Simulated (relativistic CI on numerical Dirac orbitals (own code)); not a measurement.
**Hyperfine structure of Er XXIX, mass number 167**

Method of calculation: Dirac-Coulomb-Breit CI, KLI orbitals optimised for each configuration, a model potential for QED, unscaled Slater integrals (own radial code, finite nucleus).

CI space (outside the closed core [Ar] 3d10): 4s²4p⁶4d⁴, 4s²4p⁵4d⁵, 4s²4p⁶4d³4f, 4s4p⁶4d⁵, 4s4p⁶4d⁴4f, 4s²4p⁶4d³5s, 4s²4p⁶4d³5d, 4s²4p⁶4d³6s, 4p⁶4d⁶, 4p⁵4d⁷, 4s²4p⁶4d²5s², 4s²4p⁶4d4f5s², 4s4p⁶4d²4f5s², 4s²4p⁶4d5s²5d, 4p⁶4d⁵5s, 4p⁵4d⁶5s. Double excitations out of closed p, d and f shells are left out; levels of such configurations are missing from the list, as are those of other unlisted configurations, and high levels can miss mixing partners.

Nuclear spin I = 7/2, μ = -0.5623 μN, Q = 3.57 b (tables of Stone and Pyykkö). The electronic factors are computed for point nuclear moments, without core polarisation or the Bohr-Weisskopf and QED corrections.

```
        Level  E (cm⁻¹)  A (MHz)  B (MHz)
4s²4p⁶4d⁴ ⁵D1   63140.7    91.07    13500
4s²4p⁶4d⁴ ⁵D2   94882.9   -877.7    21800
4s²4p⁶4d⁴ ³H5  183517.9    -1577    32100
4s²4p⁶4d⁴ ³P1  189246.8    -1635     1410
4s²4p⁶4d⁴ ³H6  193638.4    -1658    37600
4s²4p⁶4d⁴ ³G4  204708.4    -1800   -13500
```

Levels with J = 0, under 50 % of one LS term, or S terms without an open s electron are left out. Small factors come from cancelling terms and can be off by tens of per cent or more.

At this charge energies of transitions that change n are usually good to better than 1 %, and those within a shell (Δn = 0) to a few per cent. Terms inside the open d or f shell come out 10 to 20 % too wide with unscaled integrals.

Give the hyperfine levels of 4s²4p⁶4d⁴ ⁵D2 relative to its centre of gravity.

With K = F(F + 1) − I(I + 1) − J(J + 1), E = AK/2 + B[¾K(K + 1) − I(I + 1)J(J + 1)]/[2I(2I − 1)J(2J − 1)]: F = 3/2: 19590, F = 5/2: 7654, F = 7/2: -3604, F = 9/2: -8723, F = 11/2: -685.8 MHz.

LS names give the leading component of a level, which can be under half, so a name can repeat, a term be missing and a line seem to break the LS rules.
